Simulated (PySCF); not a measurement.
CH₄OSn, singlet, at a GFN2-xTB geometry (such geometries of metal compounds can be far from the true shape) (core potentials on Sn). Base run: PBE0/def2-SVP (PySCF).

Here is a job for PySCF.
```python
from pyscf import gto, scf, dft, solvent

mol = gto.M(
    atom='''
Sn    0.091515   -0.079954    0.383875
C     0.305278    1.690733   -1.014162
H    -0.358589    2.512080   -0.732502
H     0.043447    1.385743   -2.026546
H     1.320207    2.095599   -1.034065
O    -0.790653   -1.249615   -1.052311
H    -1.087260   -2.143209   -0.897167
''',
    basis='def2-svp',
    ecp={'Sn': 'def2-svp'},
    charge=0,
    spin=0,
    verbose=3,
)

mf = dft.RKS(mol)
mf.xc = 'pbe0'
mf.kernel()
```

The base run was repeated with changes; each row names its change, and settings that it needs were set with it.

```
change                                                     ΔE vs base (kJ/mol)  dipole (D)  HOMO-LUMO gap (eV)
---------------------------------------------------------  -------------------  ----------  ------------------
base                                                                      0.00        1.54                4.06
model = IEF-PCM; solvent = chloroform; lebedev_order = 11               -13.94        1.88                4.17
model = IEF-PCM; solvent = chloroform; vdw_scale = 1.4                   -7.64        1.78                4.12
model = SS(V)PE; solvent = chloroform                                   -14.31        1.88                4.17
model = IEF-PCM; solvent = chloroform; r_probe = 0.5                     -5.52        1.75                4.12
model = COSMO; solvent = chloroform                                          ?           ?                   ?
model = IEF-PCM; solvent = n-hexane                                          ?           ?                4.12
model = IEF-PCM; solvent = acetonitrile                                 -20.22        2.05                4.22
model = IEF-PCM; solvent = chloroform                                   -14.40        1.88                4.17
model = IEF-PCM; solvent = chloroform; lebedev_order = 41               -14.43        1.88                4.17
model = C-PCM; solvent = chloroform                                     -16.33        1.94                4.19
model = IEF-PCM; solvent = chloroform; vdw_scale = 1.1                       ?           ?                4.22
```

**Question.** Fill in the missing entries.

**Answer.** 
- model = COSMO; solvent = chloroform, ΔE vs base (kJ/mol): -14.63
- model = COSMO; solvent = chloroform, dipole (D): 1.89
- model = COSMO; solvent = chloroform, HOMO-LUMO gap (eV): 4.18
- model = IEF-PCM; solvent = n-hexane, ΔE vs base (kJ/mol): -7.12
- model = IEF-PCM; solvent = n-hexane, dipole (D): 1.70
- model = IEF-PCM; solvent = chloroform; vdw_scale = 1.1, ΔE vs base (kJ/mol): -20.47
- model = IEF-PCM; solvent = chloroform; vdw_scale = 1.1, dipole (D): 1.96

The base is the gas phase, so ΔE is the electrostatic part of solvation at a fixed geometry, without cavity and dispersion terms.
